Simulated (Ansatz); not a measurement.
```yaml
crystal:
  periodic: [true, true, true]
  atoms:
    - {symbol: C, position_ang: [-0.529344, -0.599112, 1.285488]}
    - {symbol: N, position_ang: [-0.000354, 0.000316, -0.000288]}
    - {symbol: C, position_ang: [1.031759, -0.853486, -0.706093]}
    - {symbol: Ga, position_ang: [-0.577216, 1.668878, -0.665675]}
    - {symbol: Cl, position_ang: [0.256295, 2.480362, -2.572331]}
    - {symbol: Cl, position_ang: [-2.105179, 2.865079, 0.440172]}
    - {symbol: H, position_ang: [0.320372, -0.769219, 2.046559]}
    - {symbol: H, position_ang: [-1.033261, -1.618626, 1.093555]}
    - {symbol: H, position_ang: [-1.304108, 0.092217, 1.769756]}
    - {symbol: H, position_ang: [1.391177, -0.346933, -1.668862]}
    - {symbol: H, position_ang: [0.597885, -1.884423, -0.987345]}
    - {symbol: H, position_ang: [1.951963, -1.035042, -0.034937]}
basis:
  gaussian: {orbitals: 6-31G, nuclear_model: gaussian}
hamiltonian: {xc: {name: B2PLYP}}
```

```sh
$ ansatz run in.yaml --threads 2 --pin off --events-out ev --progress --plain --max-ram 32768MiB --backend cpu
```

Output, abridged:

```
Error: YAML parse error: error: line 2 column 3: crystal: missing field `lattice` (a structure is typed as `lattice` and `atoms`, a molecule's as `atoms` in Å alone, or read from a run's directory, `checkpoint`)
 --> <input>:2:3
1 | crystal:
2 |   periodic: [true, true, true]
3 |   atoms:
4 |     - {symbol: C, position_ang: [-0.529344, -0.599112, 1.285488]}
```

Something in this input is off. What?

The molecule is marked periodic without a cell. The program refused the input.
